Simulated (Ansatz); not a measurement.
Born–Oppenheimer molecular dynamics of ClFH6N3Ta (12 atoms, charge 0, multiplicity 1). It starts from a relaxed structure.

Theory: RKS PBE/def2-SVP in Ansatz 0.2.0.

- ensemble: NVE (Milne-controlled integrator)
- time step: 0.5 fs
- steps asked: 250
- starting velocities drawn for: 500 K
- seed: 776520

First frame:

```xyz
12
Properties=species:S:1:pos:R:3
Ta -0.188 0.386 0.000
Cl 2.040 1.233 0.032
N 0.133 -0.326 1.852
H -0.401 -1.111 2.241
H 1.004 -0.195 2.376
N 0.179 -0.311 -1.849
H -0.346 -1.092 -2.259
H 1.062 -0.174 -2.351
N -1.178 2.095 -0.006
H -1.474 2.604 0.834
H -1.452 2.610 -0.849
F -1.643 -0.859 -0.022
```

Problem. How far do the bonds stretch over the last three quarters of this one trajectory? (Pairs bonded in most of those frames.)

Solution. 
| bond | mean (Å) | spread (Å) | shortest | longest |
| --- | --- | --- | --- | --- |
| Ta1–Cl2 | 2.400 | 0.018 | 2.36 | 2.42 |
| Ta1–N3 | 2.006 | 0.015 | 1.98 | 2.03 |
| Ta1–N6 | 2.002 | 0.036 | 1.95 | 2.07 |
| Ta1–N9 | 1.985 | 0.027 | 1.94 | 2.03 |
| Ta1–F12 | 1.917 | 0.016 | 1.89 | 1.94 |
| N3–H4 | 1.029 | 0.024 | 0.99 | 1.07 |
| N3–H5 | 1.028 | 0.023 | 0.99 | 1.07 |
| N6–H7 | 1.031 | 0.020 | 0.99 | 1.07 |
| N6–H8 | 1.031 | 0.035 | 0.97 | 1.09 |
| N9–H10 | 1.030 | 0.030 | 0.98 | 1.08 |
| N9–H11 | 1.029 | 0.024 | 0.99 | 1.07 |

Mean temperature of the second half: 260 K. The conserved energy stayed within 0.054 meV per atom of its start (net change -0.014 meV per atom), so the integration is sound. Over the second half the temperature averaged 0.52 of the 500 K drawn at the start: a run that starts near a minimum puts about half its kinetic energy into the potential. A run of 0.12 ps of so small a system gives no equilibrium averages.

Run time: 8.2 min on 4 threads of Arm Neoverse V1, on a shared host, peak memory 0.21 GiB.
